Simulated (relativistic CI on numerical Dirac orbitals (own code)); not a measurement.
From line strength to rate: Nb II 2697.06 Å (air)

Problem. For 4d⁴ ⁵D4 – 4d³5p ⁵D°4 of Nb II a semi-empirical relativistic CI calculation gives the line strength S = 13.92 e²a₀² in the length gauge. The measured levels are 1224.82 and 38291.25 cm⁻¹ (NIST Handbook). Find gf, f, A and the partial lifetime.

Working.
1. σ = 38291.25 − 1224.82 = 37066.43 cm⁻¹, so the vacuum wavelength is 10⁸/σ = 2697.86 Å.
2. gf = 303.756 S/λ(Å) = 1.567, log gf = 0.195; with g = 9 for the lower level, f = 0.174.
3. A = 2.02613 × 10¹⁸ S/(g_u λ³) with g_u = 9: A = 1.60 × 10^8 s⁻¹.
4. The partial lifetime for this S is 1/A = 6.27 ns; in the calculation this line carries 49 % of the decay of the upper level.

Check. The Handbook lists A = 1.00 × 10^8 s⁻¹, a tabulated value with its own uncertainty (a few per cent for the best lines, 25 % or more for others); ours lies 60 % above it. The velocity form of the same calculation gives S = 9.82, and the gap between the two forms is a rough gauge of the error in S. A miss this large is common for lines of near-neutral atoms, where core polarisation and correlation outside the CI space change S. With the computed energy (41049 cm⁻¹) in place of the measured one the rate would change by the factor (σ_calc/σ)³ = 1.36.
